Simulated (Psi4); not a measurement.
Approach curve of the dimer C2H6 ··· BCl3 (SMILES CC and ClB(Cl)Cl), singlet. Monomers: optimised at B3LYP-D3(BJ) (def2-TZVP), held rigid. Orientation: lowest of the rigid-body minima from ten starts at GFN2-xTB. R is the distance of the centres of mass, along which the second monomer moves.

Calculation: SAPT0/jun-cc-pVDZ, frozen core (Psi4).

Components in kcal/mol:

```csv
R / Å,electrostatics,exchange,induction,dispersion,total
3.17,-4.24,12.65,-1.16,-5.47,1.78
3.31,-2.80,8.29,-0.76,-4.36,0.38
3.50,-1.59,4.63,-0.43,-3.22,-0.61
3.68,-0.93,2.64,-0.25,-2.44,-0.98
3.90,-0.49,1.32,-0.13,-1.76,-1.06
4.11,-0.27,0.67,-0.07,-1.30,-0.96
4.43,-0.11,0.24,-0.03,-0.84,-0.74
4.73,-0.06,0.09,-0.01,-0.57,-0.55
5.09,-0.03,0.03,-0.01,-0.37,-0.38
5.83,-0.01,0.00,0.00,-0.17,-0.17
6.96,0.00,0.00,0.00,-0.06,-0.06
8.26,0.00,0.00,0.00,-0.02,-0.02
```
